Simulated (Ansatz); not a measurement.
Pb3Se2F2, relaxed as a singlet with RKS PBE-D4/def2-SVP in Ansatz, starting from the GFN1-xTB geometry. Force threshold 0.02 eV/Å.

In the def2 sets Pb takes a core potential; there is no spin–orbit coupling. The structure comes from a short search, and lower isomers may exist.

Start:

```xyz
7

Pb   -2.0804    0.8602   -0.0582
Pb    0.4921   -0.9844    1.9972
Pb    1.2273   -0.0519   -1.1419
Se   -0.9093   -1.6442   -0.2418
Se    0.4319    1.5735    0.8930
F     2.2964   -1.1160    0.6218
F    -1.4580    1.3628   -2.0701
```

(1) Estimate the energy that the relaxation releases and the steps that it takes.

(2) Does the start keep its bonding?

(3) Predict the relaxed structure.

## Answers

(1) 0.50 eV, in 6 steps; 22 s on 4 threads of Intel Xeon Platinum 8259CL on a shared host. No frequencies were taken in this run, so the end may be a saddle point.

(2) Bonds formed: Pb3–F7 (atoms count from 1). The end is the same structure that another start reached, the lowest one found.

(3) 
Cartesian coordinates in Å:
```
Pb -2.147 0.904 -0.097
Pb 0.630 -0.999 2.010
Pb 1.010 0.063 -1.273
Se -1.042 -1.705 -0.169
Se 0.319 1.661 1.077
F 2.241 -1.077 0.461
F -1.012 1.153 -2.009
```
Bond lengths (bridged metal pairs left out): 6 × Pb–Se 2.83 to 2.92 Å; 4 × F–Pb 2.24 to 2.41 Å.
